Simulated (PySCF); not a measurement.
Spin–spin couplings to the heavy atom in SMILES Nc1ccccc1I, C₆H₆IN

Geometry (Å), atoms numbered from 1 in this order:
```xyz
14

N     2.1284   -0.4856   -0.6583
C     0.8461   -0.2222   -0.2579
C     0.0353   -1.2462    0.2727
C    -1.2513   -0.9939    0.7265
C    -1.7866    0.2928    0.6671
C    -1.0104    1.3230    0.1437
C     0.2816    1.0692   -0.3100
I     1.4080    2.6682   -1.1011
H     2.5787    0.1918   -1.2610
H     2.3689   -1.4506   -0.8339
H     0.4457   -2.2583    0.3270
H    -1.8446   -1.8172    1.1311
H    -2.7986    0.4969    1.0215
H    -1.4107    2.3368    0.0834
```

Method: indirect couplings at PBE0/pcJ-1 (dyall-v2z on I), gas phase, Gaussian nuclear model, PBE0-D3(BJ)/def2-SVP geometry; PySCF integrals, density fitting.

Non-relativistic values:
```
    coupling        atoms  J (Hz)
1J(127I,13C)      I8 – C7  -138.9
2J(127I,13C)      I8 – C2    -2.5
2J(127I,13C)      I8 – C6     7.8
3J(127I,15N)      I8 – N1    -2.4
3J(127I,13C)      I8 – C3    -1.2
 3J(127I,1H)     I8 – H14     7.8
4J(127I,13C)      I8 – C4     0.9
 4J(127I,1H)  I8 – H9/H10    -1.7
 4J(127I,1H)     I8 – H11     3.1
 5J(127I,1H)     I8 – H12     1.1
```

Task: What do two-component X2C with spin–orbit coupling give?

Result: 
```
    coupling        atoms  with spin–orbit (Hz)
1J(127I,13C)      I8 – C7                -177.0
2J(127I,13C)      I8 – C2                  -5.8
2J(127I,13C)      I8 – C6                   4.3
3J(127I,15N)      I8 – N1                  -0.6
3J(127I,13C)      I8 – C3                  -2.4
 3J(127I,1H)     I8 – H14                   8.2
4J(127I,13C)      I8 – C4                   1.3
 4J(127I,1H)  I8 – H9/H10                  -1.5
 4J(127I,1H)     I8 – H11                   2.9
 5J(127I,1H)     I8 – H12                   1.6
```

The largest listed coupling, 1J(127I,13C), ends at 1.27 times its non-relativistic value. Equivalent partners are averaged, as under fast rotation. In the static structure 4J(127I,1H) spreads over -4.4, 1.4 Hz. Couplings to strongly quadrupolar nuclei (127I) are seldom resolved in solution.
